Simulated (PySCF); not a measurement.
# Be⁺: excitation energy

Be⁺ [He] 2s1 (2S) → Be⁺ [He] 2p1 (2P), as a difference of total energies. All numbers are calculated (PySCF 2.14, the non-relativistic Hamiltonian (point nucleus), in def2-TZVPPD (5s4p1d, 22 functions)). Correlated levels: valence and next inner shell: nothing frozen. The calculations carry no spin-orbit coupling.

```json
{"method": "UHF", "excitation energy (cm⁻¹)": "32412"}
{"method": "LDA", "excitation energy (cm⁻¹)": "28612"}
{"method": "PBE", "excitation energy (cm⁻¹)": "28148"}
{"method": "PBE0", "excitation energy (cm⁻¹)": "29250"}
{"method": "r2SCAN", "excitation energy (cm⁻¹)": "28765"}
{"method": "PBEsol", "excitation energy (cm⁻¹)": "28278"}
{"method": "revPBE", "excitation energy (cm⁻¹)": "27930"}
{"method": "LC-wPBE", "excitation energy (cm⁻¹)": "30353"}
{"method": "BLYP", "excitation energy (cm⁻¹)": "27760"}
{"method": "MP2 (valence and next inner shell)", "excitation energy (cm⁻¹)": "32412"}
{"method": "SCS-MP2 (valence and next inner shell)", "excitation energy (cm⁻¹)": "32453"}
```

Errors of the correlated levels include the incompleteness of this basis.

For comparison: 31933 cm⁻¹ (measured; NIST levels, between the centres of gravity of the two terms).
